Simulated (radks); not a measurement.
Species: Re6+. Configuration: [Xe] 4f14 5d1.

Method: Dirac Kohn-Sham, PBE, spin-unpolarised, spherical densities, finite nucleus; open shells fill j = l - 1/2 first; Fermi nuclear charge, rms radius 5.3698 fm; computed with a radial shooting solver on a logarithmic mesh with Libxc functionals.

Energy parts (eV):
part                       energy
total                  -454626.70
kinetic                 513885.77
electron-nucleus      -1131751.32
Hartree                 172230.15
exchange-correlation     -8991.30

Orbitals (lengths in bohr, moments of r in powers of bohr; <r^-3> diverges for s and p1/2; r(max) is where P^2 peaks; r(90%) holds 90 % of the orbital's charge):
orbital  occ.  eigenvalue (eV)  <r^-3>  r(90%)   r(max)
1s1/2       2        -71610.89       -  0.0329  0.01124
2s1/2       2        -12473.06       -   0.118  0.06473
2p1/2       2        -11940.91       -   0.104  0.04802
2p3/2       4        -10501.29   17110   0.115  0.05496
3s1/2       2        -2947.526       -   0.290   0.1822
3p1/2       2        -2709.411       -   0.281   0.1705
3p3/2       4        -2396.738    3892   0.302   0.1847
3d3/2       4        -1995.980   674.3   0.275   0.1445
3d5/2       6        -1928.095   570.7   0.281   0.1485
4s1/2       2        -676.7051       -   0.633   0.4131
4p1/2       2        -577.2384       -   0.647   0.4125
4p3/2       4        -504.2995   908.8   0.695   0.4423
4d3/2       4        -340.7909   138.7   0.739   0.4381
4d5/2       6        -327.3086   114.8   0.756   0.4475
5s1/2       2        -161.1454       -    1.45   0.9335
5p1/2       2        -130.1707       -    1.58   0.9927
4f5/2       6        -121.3242   21.74   0.935   0.4142
4f7/2       8        -118.7910   20.71   0.949   0.4190
5p3/2       4        -118.2024   148.7    1.70    1.068
5d3/2       1         -74.8629   15.67    2.14    1.274
5d5/2       0         -73.3578   13.01    2.19    1.302

The highest occupied level is 5d3/2 at -74.863 eV. Summed over all electrons, <r^2> = 25.06 bohr^2, which gives a Langevin (diamagnetic) susceptibility term of -19.8 x 10^-6 cm^3/mol.
